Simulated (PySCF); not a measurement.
Worked example for 2-mercaptopyridine: proton affinity at atom S1

Structure: `S=c1cccc[nH]1` (C5H5NS). Optimised structure (Å), atoms numbered from 1:
```
S     3.0401    0.1843   -0.0154
C     1.3804    0.1333   -0.0099
C     0.5014    1.2686   -0.0203
C    -0.8596    1.1233   -0.0148
C    -1.4566   -0.1672    0.0013
C    -0.6240   -1.2492    0.0114
N     0.7193   -1.0811    0.0059
H     0.9738    2.2510   -0.0326
H    -1.4973    2.0110   -0.0230
H    -2.5375   -0.3016    0.0057
H    -0.9794   -2.2810    0.0240
H     1.3369   -1.8887    0.0133
```

Energies: PBE0-D3(BJ)/def2-TZVP (PySCF, density fitting, integration grid level 2) on PBE0-D3(BJ)/def2-SVP structures. Thermal corrections: GFN2-xTB frequencies, unscaled, ideal gas at 298.15 K and 1 bar, quasi-RRHO entropy. These were taken at the GFN2-xTB minima.

Step: `[SH+]=c1cccc[nH]1` → `S=c1cccc[nH]1` + H⁺.

```
          species  charge  multiplicity       E / Eh
[SH+]=c1cccc[nH]1       1             1  -646.526572
    S=c1cccc[nH]1       0             1  -646.162706
```

Thermal terms, products less reactant: Δ(H − E) = -17.27 kJ/mol, Δ(G − E) = -48.23 kJ/mol (the bare proton has no electronic energy, H = 5/2 RT). 1 Eh = 2625.50 kJ/mol.

Q: What are ΔE, ΔH and ΔG of this step?

A: ΔE = 0.363866 Eh = 955.33 kJ/mol; ΔH = 938.1 kJ/mol; ΔG = 907.1 kJ/mol, all in the gas phase at 298.15 K and 1 bar. The digits show the arithmetic; the method itself can be off by 10 kJ/mol or more.
